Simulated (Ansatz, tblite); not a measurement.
Removing an electron: BeCl₃⁻ (the lowest singlet isomer of a short search). The state is a singlet with charge -1. Geometry: PBE0-D4/def2-TZVPD. Ansatz, gas phase; energy differences of separate SCF runs; the oxidised species was run as a doublet alone.

```csv
atom,x (Å),y (Å),z (Å)
Be1,0.000,0.001,0.000
Cl2,1.055,0.934,-1.319
Cl3,-1.520,-1.055,-0.551
Cl4,0.465,0.121,1.870
```

The xTB rows come from tblite. Correlated methods freeze 15 core orbitals. The structure comes from a short search, and lower isomers may exist.

| level | −HOMO (eV) | vertical IE (eV) | −LUMO (eV) | HOMO–LUMO gap (eV) | remarks |
| --- | --- | --- | --- | --- | --- |
| GFN2-xTB | 7.40 | 9.90 | 1.35 | 6.05 | – |
| HF/def2-TZVPPD | – | 5.44 | – | – | – |
| MP2/def2-TZVPPD | – | 6.52 | – | – | – |
| CCSD/def2-TZVPPD | – | 6.19 | – | – | large T1 (doublet) |
| CCSD(T)/def2-TZVPPD | – | 6.13 | – | – | large T1 (doublet) |

Problem. Estimate the rows for GFN1-xTB, PBE-D4/def2-TZVPD, r2SCAN-D4/def2-TZVPD, PBE0-D4/def2-TZVPD.

Solution. 
```
               level  −HOMO (eV)  vertical IE (eV)  −LUMO (eV)  HOMO–LUMO gap (eV)
            GFN1-xTB        8.58             10.64        0.84                7.74
   PBE-D4/def2-TZVPD        2.22              5.02       -2.99                5.21
r2SCAN-D4/def2-TZVPD        2.53              5.27       -3.57                6.09
  PBE0-D4/def2-TZVPD        3.58              5.55       -3.43                7.00
```

 Raw xTB energy differences between charge states are shifted by several eV; the methods need an empirical correction for them.
